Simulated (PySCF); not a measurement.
H4CdSSi (SMILES [SiH3][Cd][SH]), singlet, geometry from GFN2-xTB (such geometries of metal compounds can be far from the true shape) (core potentials on Cd); DF-CAMB3LYP/def2-SVPD run with PySCF.

Input for PySCF:
```python
from pyscf import gto, scf, dft

mol = gto.M(
    atom='''
Cd    0.49155431   -0.00388905    0.13742422
S    -0.14084759    1.36387347   -1.84159349
H     0.98536229    1.91502666   -2.25537682
Si   -1.23811322   -1.33670208    1.43388266
H    -1.88984789   -2.30932628    0.52513107
H    -2.29878399   -0.41875390    1.91258561
H    -0.80419102   -2.10841873    2.61243581
''',
    basis='def2-svpd',
    ecp={'Cd': 'def2-svpd'},
    verbose=4,
    max_memory=1800,
)

mf = dft.RKS(mol)
mf.xc = 'camb3lyp'
mf = mf.density_fit(auxbasis='def2-universal-jkfit')
mf.kernel()
```

### Question
What does PySCF print? Leave out banner, timings and long lists.

### Answer

```
PySCF version 2.14.0

[INPUT] verbose = 4
[INPUT] num. atoms = 7
[INPUT] num. electrons = 54
[INPUT] charge = 0
[INPUT] spin (= nelec alpha-beta = 2S) = 0
[INPUT] symmetry False subgroup None
[INPUT] Mole.unit = angstrom
[INPUT] Symbol           X                Y                Z      unit          X                Y                Z       unit  Magmom
[INPUT]  1 Cd     0.491554310000  -0.003889050000   0.137424220000 AA    0.928903021250  -0.007349239385   0.259694138682 Bohr   0.0
[INPUT]  2 S     -0.140847590000   1.363873470000  -1.841593490000 AA   -0.266163370405   2.577347326860  -3.480107328882 Bohr   0.0
[INPUT]  3 H      0.985362290000   1.915026660000  -2.255376820000 AA    1.862064861574   3.618875908641  -4.262044497492 Bohr   0.0
[INPUT]  4 Si    -1.238113220000  -1.336702080000   1.433882660000 AA   -2.339694897003  -2.526000841336   2.709645522163 Bohr   0.0
[INPUT]  5 H     -1.889847890000  -2.309326280000   0.525131070000 AA   -3.571294929187  -4.363994201461   0.992353901800 Bohr   0.0
[INPUT]  6 H     -2.298783990000  -0.418753900000   1.912585610000 AA   -4.344072160635  -0.791330184594   3.614262992684 Bohr   0.0
[INPUT]  7 H     -0.804191020000  -2.108418730000   2.612435810000 AA   -1.519700779635  -3.984333955603   4.936788198906 Bohr   0.0

nuclear repulsion = 195.074616914778
number of shells = 49
number of NR pGTOs = 187
number of NR cGTOs = 117
basis = def2-svpd
ecp = {'Cd': 'def2-svpd'}

******** <class 'pyscf.df.df_jk.DFRKS'> ********
method = DFRKS
initial guess = minao
damping factor = 0
level_shift factor = 0
DIIS = <class 'pyscf.scf.diis.CDIIS'>
diis_start_cycle = 1
diis_space = 8
diis_damp = 0
SCF conv_tol = 1e-09
SCF conv_tol_grad = None
SCF max_cycles = 50
direct_scf = False
XC library pyscf.dft.libxc version 7.1.2
    S. Lehtola, C. Steigemann, M. J. T. Oliveira, and M. A. L. Marques,  SoftwareX 7, 1–5 (2018)
XC functionals = camb3lyp
    T. Yanai, D. P. Tew, and N. C. Handy,  Chem. Phys. Lett. 393, 51 (2004)
radial grids:
    Treutler-Ahlrichs [JCP 102, 346 (1995); DOI:10.1063/1.469408] (M4) radial grids

becke partition: Becke, JCP 88, 2547 (1988); DOI:10.1063/1.454033
pruning grids: <function nwchem_prune>
grids dens level: 3
symmetrized grids: False
atomic radii adjust function: <function treutler_atomic_radii_adjust>
small_rho_cutoff = 0
Set gradient conv threshold to 3.16228e-05
Initial guess from minao.
tot grids = 99688
******** <class 'pyscf.df.df.DF'> ********
auxbasis = def2-universal-jkfit
Create RSH-DF object <pyscf.df.df.DF object> for omega=0.33
******** <class 'pyscf.df.df.DF'> ********
auxbasis = auxmol.basis = def2-universal-jkfit
init E= -843.252618616256
  HOMO = -0.627104185926353  LUMO = -0.556134849975462  gap/eV = 1.93117
cycle= 1 E= -856.49317829084  delta_E= -13.2  |g|= 1.98  |ddm|= 5.52
  HOMO = 0.0473524700159765  LUMO = 0.0713902013823846  gap/eV = 0.65410
cycle= 2 E= -826.743333513134  delta_E= 29.7  |g|= 8.45  |ddm|=  117
  HOMO = -0.314740259229546  LUMO = -0.101595873043791  gap/eV = 5.79995
cycle= 3 E= -857.547588258544  delta_E= -30.8  |g|= 0.26  |ddm|=  117
  HOMO = -0.256999165809707  LUMO = -0.0503646808855573  gap/eV = 5.62281
cycle= 4 E= -857.57769438041  delta_E= -0.0301  |g|= 0.189  |ddm|= 1.02
  HOMO = -0.288868483795053  LUMO = -0.0588902816276524  gap/eV = 6.25803
cycle= 5 E= -857.586236356038  delta_E= -0.00854  |g|= 0.0327  |ddm|= 0.247
  HOMO = -0.292797968282147  LUMO = -0.0675314778100109  gap/eV = 6.12981
cycle= 6 E= -857.586684524528  delta_E= -0.000448  |g|= 0.00968  |ddm|= 0.0726
  HOMO = -0.296411403511833  LUMO = -0.0683026831475537  gap/eV = 6.20715
cycle= 7 E= -857.586723797817  delta_E= -3.93e-05  |g|= 0.0047  |ddm|= 0.0274
  HOMO = -0.295542724445129  LUMO = -0.0682278881926409  gap/eV = 6.18555
cycle= 8 E= -857.586731239665  delta_E= -7.44e-06  |g|= 0.00099  |ddm|= 0.00836
  HOMO = -0.295789286148163  LUMO = -0.0681634841252928  gap/eV = 6.19401
cycle= 9 E= -857.586731856633  delta_E= -6.17e-07  |g|= 0.000342  |ddm|= 0.00234
  HOMO = -0.295772886396028  LUMO = -0.0681745306179212  gap/eV = 6.19327
cycle= 10 E= -857.586731929454  delta_E= -7.28e-08  |g|= 8.79e-05  |ddm|= 0.000863
  HOMO = -0.295782621124193  LUMO = -0.0681722258264731  gap/eV = 6.19359
cycle= 11 E= -857.586731936109  delta_E= -6.66e-09  |g|= 2.93e-05  |ddm|= 0.000231
  HOMO = -0.295786173082421  LUMO = -0.0681714613753402  gap/eV = 6.19371
cycle= 12 E= -857.586731937195  delta_E= -1.09e-09  |g|= 7.79e-06  |ddm|= 0.000109
  HOMO = -0.295787113864101  LUMO = -0.068171019412898  gap/eV = 6.19375
cycle= 13 E= -857.586731937253  delta_E= -5.8e-11  |g|= 2.25e-06  |ddm|= 2.36e-05
  HOMO = -0.295787421944925  LUMO = -0.0681710286289404  gap/eV = 6.19376
Extra cycle  E= -857.586731937258  delta_E= -4.77e-12  |g|= 1.54e-06  |ddm|= 6.23e-06
converged SCF energy = -857.586731937258
```
